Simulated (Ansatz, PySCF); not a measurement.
Conformers of C3H8O2 (SMILES COCOC), B3LYP-D3(BJ)/def2-TZVP minima from an xTB search, which can miss the lowest.
Conformer 1 (charge 0, multiplicity 1):
```xyz
13

C      1.8781     0.0914     0.2101
O      0.8272    -0.4084    -0.6032
C     -0.2066    -1.0119     0.1246
O     -0.9349    -0.1191     0.9215
C     -1.6917     0.8218     0.1747
H      2.3171    -0.7100     0.8166
H      1.5283     0.8844     0.8759
H      2.6366     0.4888    -0.4615
H      0.1900    -1.7613     0.8181
H     -0.8521    -1.4820    -0.6252
H     -2.3982     0.3130    -0.4921
H     -1.0477     1.4701    -0.4246
H     -2.2462     1.4232     0.8924
```

Cores are frozen in the correlated methods. CBS: X⁻³ extrapolation of the correlation energy, Hartree–Fock from the larger set. MP2 and its Hartree–Fock in cc-pVQZ, cc-pVTZ are density fitted. Rows in 6-31G* carry no dispersion term and start afresh at each structure (6-31G* with six Cartesian d functions).

Run with Ansatz (Gaussian basis) for Hartree–Fock, density functionals and correlated methods; PySCF for 6-31G* rows. Each number belongs to the level named beside it.

Electronic energies of 3 conformers above conformer 1 (kcal/mol):

| level | conformer 1 | conformer 2 | conformer 3 |
|---|---|---|---|
| PBE/def2-TZVPP | 0.00 | 2.35 | 5.27 |
| B3LYP/6-31G* | 0.00 | 2.83 | 6.15 |
| wB97M-V/def2-TZVPP | 0.00 | 2.60 | 5.69 |
| MP2/CBS(cc-pVTZ, cc-pVQZ) + ΔCCSD(T)/cc-pVDZ | 0.00 | 2.70 | 5.76 |

Question: Give Boltzmann populations at 298.15 K for each level, counting each conformer once and leaving out zero-point, thermal and symmetry terms.

Answer: 
Weights exp(−E/RT) with RT = 0.5925 kcal/mol, divided by their sum:
- PBE/def2-TZVPP: 98 %, 2 %, 0 %
- B3LYP/6-31G*: 99 %, 1 %, 0 %
- wB97M-V/def2-TZVPP: 99 %, 1 %, 0 %
- MP2/CBS(cc-pVTZ, cc-pVQZ) + ΔCCSD(T)/cc-pVDZ: 99 %, 1 %, 0 %
The share of conformer 1 runs from 98 to 99 % over these levels.

Ansatz is a program for electronic structure.
